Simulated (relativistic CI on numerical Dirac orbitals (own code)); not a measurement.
# Sensitivity of the levels of Fe X to α and to the nuclear radius

Method of calculation: Dirac-Coulomb-Breit CI, separate exchange-only KLI orbitals for each configuration, derivatives by finite differences, unscaled Slater integrals, QED left out (own radial code, finite nucleus).

CI space (outside the closed core [Ne]): 3s²3p⁵, 3s3p⁶, 3s²3p⁴3d, 3s3p⁵3d, 3p⁶3d, 3s3p⁴3d², 3p⁵3d², 3p⁴3d³. Double excitations out of closed p, d and f shells are left out; levels of such configurations are missing from the list, as are those of other unlisted configurations, and high levels can miss mixing partners.

With x = (α/α₀)² − 1 an excitation energy changes as ω = ω₀ + qx; K = 2q/ω₀ is the relative enhancement. Terms are leading LS components, so labels can repeat. The field-shift factor is F = δν/δ⟨r²⟩ for the transition from the lowest level.

Lowest level 3s²3p⁵ ²P°3/2.

```csv
Level,ω₀ (cm⁻¹),q (cm⁻¹),K,F (GHz/fm²)
3s²3p⁵ ²P°1/2,15650,15950,2.04,-0.0355
3s3p⁶ ²S1/2,266807,19510,0.146,-10.7
3s²3p⁴3d ⁴D7/2,374159,9603,0.0513,0.338
3s²3p⁴3d ⁴D5/2,374216,8820,0.0471,0.332
3s²3p⁴3d ⁴D3/2,375446,10070,0.0536,0.325
3s²3p⁴3d ⁴D1/2,376925,12250,0.065,0.32
3s²3p⁴3d ²P1/2,406309,7672,0.0378,0.313
3s²3p⁴3d ⁴F9/2,406515,5651,0.0278,0.383
3s²3p⁴3d ⁴F7/2,411539,10580,0.0514,0.363
3s²3p⁴3d ²P3/2,414581,13900,0.0671,0.302
3s²3p⁴3d ⁴F5/2,415416,15500,0.0746,0.348
3s²3p⁴3d ⁴F3/2,417139,15910,0.0763,0.338
3s²3p⁴3d ⁴P1/2,420493,7959,0.0379,0.291
```

At this charge energies of transitions that change n are usually good to better than 1 %, and those within a shell (Δn = 0) to a few per cent.
